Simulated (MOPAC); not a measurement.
MOPAC input (PM7):

```
PM7 FORCE THERMO(298,298) PRECISE LET CHARGE=-1 GEO-OK AUX(PRECISION=9) THREADS=1
H3GeSi

Si   -1.43295739 1   -0.20683909 1    0.38090883 1
Ge    0.62633383 1    0.14420851 1   -0.01733064 1
H    -2.07448168 1    0.09248691 1    1.63804133 1
H    -2.35481002 1   -0.77263269 1   -0.57377163 1
H     1.98846204 1    0.37638686 1   -0.28081469 1
```

Output:

```
 *******************************************************************************
 **                                                                           **
 **                              MOPAC v23.2.5                                **
 **                                                                           **
 *******************************************************************************
 ** MOPAC's Digital Object Identifier: https://doi.org/10.5281/zenodo.6511958 **
 **                                                                           **
 ** Please cite the open-source release paper for use of this MOPAC version:  **
 ** J. E. Moussa and J. J. P. Stewart (2026)                                  **
 ** MOPAC: An open-source semiempirical molecular orbital program             **
 ** J. Open Source Softw., 11(119), 8025, https://doi.org/10.21105/joss.08025 **
 *******************************************************************************

                              PM7 CALCULATION RESULTS

 *******************************************************************************
 *  PM7        - The PM7 Hamiltonian to be used
 *  GEO-OK     - OVERRIDE INTERATOMIC DISTANCE AND OTHER SAFETY CHECKS
 *
 *
 *
 *                 CHARGE ON SYSTEM = -1
 *
 *
 *
 *  LET        - OVERRIDE SOME SAFETY CHECKS
 *  PRECISE    - TIGHTER CRITERIA TO BE USED
 *  FORCE      - FORCE CALCULATION SPECIFIED
 *  AUX        - OUTPUT AUXILIARY INFORMATION
 *  THERMO     - THERMODYNAMIC QUANTITIES TO BE CALCULATED
 *******************************************************************************
PM7 FORCE THERMO(298,298) PRECISE LET CHARGE=-1 GEO-OK AUX(PRECISION=9) THREADS=1
 H3GeSi

   ATOM   CHEMICAL          X               Y               Z
  NUMBER   SYMBOL      (ANGSTROMS)     (ANGSTROMS)     (ANGSTROMS)

     1      Si         -1.43295739  *  -0.20683909  *   0.38090883  *
     2      Ge          0.62633383  *   0.14420851  *  -0.01733064  *
     3       H         -2.07448168  *   0.09248691  *   1.63804133  *
     4       H         -2.35481002  *  -0.77263269  *  -0.57377163  *
     5       H          1.98846204  *   0.37638686  *  -0.28081469  *

          CARTESIAN COORDINATES

    NO.       ATOM           X           Y           Z

     1        Si         -1.4330     -0.2068      0.3809
     2        Ge          0.6263      0.1442     -0.0173
     3         H         -2.0745      0.0925      1.6380
     4         H         -2.3548     -0.7726     -0.5738
     5         H          1.9885      0.3764     -0.2808

 General Reference for PM7:
 "Optimization of Parameters for Semiempirical Methods VI: More Modifications to the
 NDDO Approximations and Re-optimization of Parameters", J. J. P. Stewart, J. Mol. Mod., 1:32, 19 (2013)
 https://link.springer.com/article/10.1007/s00894-012-1667-x

           Empirical Formula: H3 Si Ge  =     5 atoms

[...]
 TRANSITION DIPOLE   0.6040         Si1 -- H 3         +24.1% ( 78.6%)     33.8%
 TRAVEL (Ang.)       0.0824         Si1 -- H 4         +24.1% ( 78.6%)     33.8%
 REDUCED MASS       17.6939         Ge2 -- H 5          +3.5% ( 30.0%)    100.0%
 EFFECTIVE MASS     43.9738
 FORCE CONSTANT      3.2861

 VIBRATION          5    2B1         ATOM PAIR     ENERGY CONTRIBUTION    RADIAL
 FREQUENCY           631.80         Si1 -- H 4         +44.6% ( 49.5%)      0.0%
 TRANSITION DIPOLE   0.4661         Si1 -- H 3         +44.6% ( 49.5%)      0.0%
 TRAVEL (Ang.)       0.4520         Ge2 -- H 5          +9.4% ( 22.7%)      0.0%
 REDUCED MASS        0.5225         Si1 -- Ge2          +1.5% (  9.0%)      0.0%
 EFFECTIVE MASS      1.8630
 FORCE CONSTANT      0.1229

 VIBRATION          6    2A1         ATOM PAIR     ENERGY CONTRIBUTION    RADIAL
 FREQUENCY           857.98         Si1 -- H 4         +47.7% ( 59.8%)      2.2%
 TRANSITION DIPOLE   0.5201         Si1 -- H 3         +47.7% ( 59.8%)      2.2%
 TRAVEL (Ang.)       0.3759         Si1 -- Ge2          +4.6% ( 18.5%)    100.0%
 REDUCED MASS        0.5562
 EFFECTIVE MASS      2.2382
 FORCE CONSTANT      0.2412

 VIBRATION          7    3B2         ATOM PAIR     ENERGY CONTRIBUTION    RADIAL
 FREQUENCY          2341.82         Si1 -- H 3         +49.9% ( 71.2%)     98.4%
 TRANSITION DIPOLE   0.1018         Si1 -- H 4         +49.9% ( 71.2%)     98.4%
 TRAVEL (Ang.)       0.2359         Si1 -- Ge2          +0.2% (  4.8%)      0.0%
 REDUCED MASS        0.5174
 EFFECTIVE MASS      1.4426
 FORCE CONSTANT      1.6717

 VIBRATION          8    3A1         ATOM PAIR     ENERGY CONTRIBUTION    RADIAL
 FREQUENCY          2343.55         Si1 -- H 3         +49.4% ( 69.9%)     98.4%
 TRANSITION DIPOLE   0.1839         Si1 -- H 4         +49.4% ( 69.9%)     98.4%
 TRAVEL (Ang.)       0.2435         Ge2 -- H 5          +1.1% ( 10.3%)    100.0%
 REDUCED MASS        0.4851         Si1 -- Ge2          +0.1% (  3.8%)    100.0%
 EFFECTIVE MASS      1.2092
 FORCE CONSTANT      1.5698

 VIBRATION          9    4A1         ATOM PAIR     ENERGY CONTRIBUTION    RADIAL
 FREQUENCY          2371.77         Ge2 -- H 5         +99.0% ( 99.4%)    100.0%
 TRANSITION DIPOLE   0.7005         Si1 -- H 4          +0.5% (  7.1%)     91.8%
 TRAVEL (Ang.)       0.1709         Si1 -- H 3          +0.5% (  7.1%)     91.8%
 REDUCED MASS        0.9734
 EFFECTIVE MASS      1.1907
 FORCE CONSTANT      3.2262

      SYMMETRY NUMBER FOR POINT-GROUP C2v =  2

          SYSTEM IS A GROUND STATE

 H3GeSi

          MOLECULE IS NOT LINEAR

          THERE ARE  9 GENUINE VIBRATIONS IN THIS SYSTEM
          THIS THERMODYNAMICS CALCULATION IS LIMITED TO
          MOLECULES WHICH HAVE NO INTERNAL ROTATIONS

                    CALCULATED THERMODYNAMIC PROPERTIES
                                          *
   TEMP. (K)   PARTITION FUNCTION   H.O.F.    ENTHALPY  HEAT CAPACITY ENTROPY
                                   KCAL/MOL   CAL/MOLE    CAL/K/MOL  CAL/K/MOL

 298.00  VIB.     0.1832D+01                   819.0648     6.9960     3.9520
         ROT.     0.6999D+04                   888.2803     2.9808    20.5746
         INT.     0.1283D+05                  1707.3451     9.9768    24.5266
         TRA.     0.1021D+28                  1480.4672     4.9680    39.8240
         TOT.                       13.368    3187.8123    14.9449    64.3507

   *: NOTE: HEATS OF FORMATION ARE RELATIVE TO THE
            ELEMENTS IN THEIR STANDARD STATE AT 298K
              (=  Standard Enthalpy of Formation).

            Hvib:  Zero-point energy is not included.
                   frequencies of less than zero cm-1 are not included.
            Hrot = (3/2)RT
            Htra = (3/2)RT + pV = (5/2)RT

            Heat capacity is Cp, not Cv

          For more information, see: HTTP://OpenMOPAC.net/Manual/thermochemistry.html

           FORCE CONSTANT IN CARTESIAN COORDINATES (Millidynes/A)

    ATOM   CHEMICAL       X               Y               Z
   NUMBER   SYMBOL  FORCE CONSTANT  FORCE CONSTANT  FORCE CONSTANT

      1      Si        6.070549        4.504077        0.655301
      2      Ge        6.486049        0.281656        0.237997
      3       H        1.155525        2.271125        0.098681
      4       H        1.155548        2.271102        0.098681
      5       H        3.302675        0.072272        0.099090

 **********************
 *                    *
 * JOB ENDED NORMALLY *
 *                    *
 **********************

 == MOPAC DONE ==
```

The dipole moment of an ion depends on the origin.
